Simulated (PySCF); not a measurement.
**Exercise with solution: dipole moment from atomic charges**

CH3BO, SMILES [BH3-]C#[O+]. Atoms are numbered in the order given.

```xyz
6

B      0.0000     0.0000    -1.3356
H      1.0104     0.5834    -1.6430
H     -1.0104     0.5834    -1.6430
H      0.0000    -1.1667    -1.6430
C      0.0000     0.0000     0.1841
O      0.0000     0.0000     1.3128
```
Charge 0, spin multiplicity 1.

Geometry: B3LYP-D3(BJ)/def2-TZVP.

Charges (e) from PBE/def2-TZVPD (PySCF):

```csv
atom,IAO,ESP fit
B1,-0.570,-0.353
H2,0.074,0.019
H3,0.074,0.019
H4,0.074,0.019
C5,0.498,0.445
O6,-0.149,-0.149
```

The dipole moment of the full density is 1.23 D.

Question: What dipole moment does each set of point charges give, and which comes closer to that of the density?

Answer: 
μ = Σ q r, and 1 e Å = 4.8032 D.
IAO: Σ q r = (0.000, 0.000, 0.293) e Å, |μ| = 1.41 D.
ESP fit: Σ q r = (0.000, 0.000, 0.264) e Å, |μ| = 1.27 D.
ESP fit comes closer in size. Point charges leave out the atoms' own dipoles (lone pairs, polarised bonds); fits to the potential absorb them, partitions of the density don't.
